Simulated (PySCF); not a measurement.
## Working out the ionisation energy of B(2+)

B(2+) [He] 2s1 (2S) → B(3+) 1s2 (1S). Calculation: PySCF 2.14, in x2c-TZVPPall with one added diffuse shell each of s, p, d type (6s4p3d1f, 40 functions); the spin-free X2C one-electron Hamiltonian (Gaussian nucleus). Frozen: nothing. Energies in hartree (1 hartree = 27.21139 eV):

```csv
part,B(2+) (lower),B(3+) (upper)
UHF,-23.381996,-21.992105
MP2 opposite-spin,-0.014096,-0.013588
MP2 same-spin,-0.000133,0.000000
```

Task: What does Hartree-Fock give?

Result: (-21.992105) − (-23.381996) = 1.389891 hartree = 37.821 eV.

Task: What do MP2 and SCS-MP2 (6/5 opposite-spin, 1/3 same-spin) give?

Result: The opposite-spin parts differ by 0.014 eV and the same-spin parts by 0.004 eV. MP2: 37.821 + (0.014) + (0.004) = 37.839 eV. SCS-MP2: 37.821 + 1.2 × (0.014) + (0.004)/3 = 37.839 eV.

Measured between the centres of the two terms (NIST): 37.931 eV, so MP2 (valence and next inner shell) is off by -0.092 eV.

What remains against the reference includes basis incompleteness and correlation beyond second order.
